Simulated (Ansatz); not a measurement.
Relaxation of CH6AlBO (10 atoms, charge 0, multiplicity 1), to a largest force component of 0.015 eV/Å in at most 40 steps.

Method: Ansatz 0.2.0, RKS PBE0-D4/cc-pVDZ.

```xyz
10
Properties=species:S:1:pos:R:3
B -2.001 0.974 -0.869
Al -0.157 0.144 -1.296
O 0.118 0.108 -2.932
C 0.394 0.057 -4.303
H -2.124 2.101 -0.554
H -2.953 0.318 -0.644
H 1.027 -0.455 -0.474
H 1.198 0.755 -4.550
H 0.701 -0.951 -4.587
H -0.498 0.330 -4.872
```

Q: Where does it end, and by what steps?

A: The forces met the threshold. After 26 steps the energy has fallen by 0.333 eV; H9 moved furthest, 0.95 Å.

```
step  energy less start (eV)  largest force component (eV/Å)  accepted
   0                  0.0000                           1.989       yes
   1                 -0.1426                           0.770       yes
   2                 -0.0132                           1.539        no
   3                 -0.2031                           0.319       yes
   4                 -0.2074                           0.145       yes
   5                 -0.2070                           0.100        no
   6                 -0.2090                           0.051       yes
   7                 -0.2125                           0.061       yes
   8                 -0.2194                           0.266       yes
   9                 -0.2208                           0.918       yes
  10                 -0.2366                           0.384       yes
  11                 -0.2310                           0.591        no
  12                 -0.2532                           0.168       yes
  13                 -0.2769                           0.101       yes
  14                 -0.3013                           0.067       yes
  15                 -0.3025                           0.321       yes
  16                 -0.3127                           0.123       yes
  17                 -0.3222                           0.255       yes
  18                 -0.3078                           0.573        no
  19                 -0.3279                           0.030       yes
  20                 -0.3293                           0.152       yes
  21                 -0.3294                           0.151       yes
  22                 -0.3323                           0.019       yes
  23                 -0.3326                           0.029       yes
  24                 -0.3327                           0.040       yes
  25                 -0.3329                           0.017       yes
  26                 -0.3329                           0.011       yes
```

```xyz
10
Properties=species:S:1:pos:R:3
B -2.021 1.032 -0.544
Al -0.424 0.123 -1.614
O -0.365 0.471 -3.309
C 0.519 0.074 -4.319
H -1.915 2.115 -0.013
H -3.099 0.498 -0.408
H 0.717 -0.838 -1.025
H 1.004 0.957 -4.773
H 1.317 -0.601 -3.954
H -0.030 -0.452 -5.121
```

Whether the end is a true minimum wasn't checked by a vibrational analysis.

The run took 120 s on 1 thread of Intel(R) Xeon(R) Platinum 8488C (Sapphire Rapids), on a shared host, peak memory 0.19 GiB.
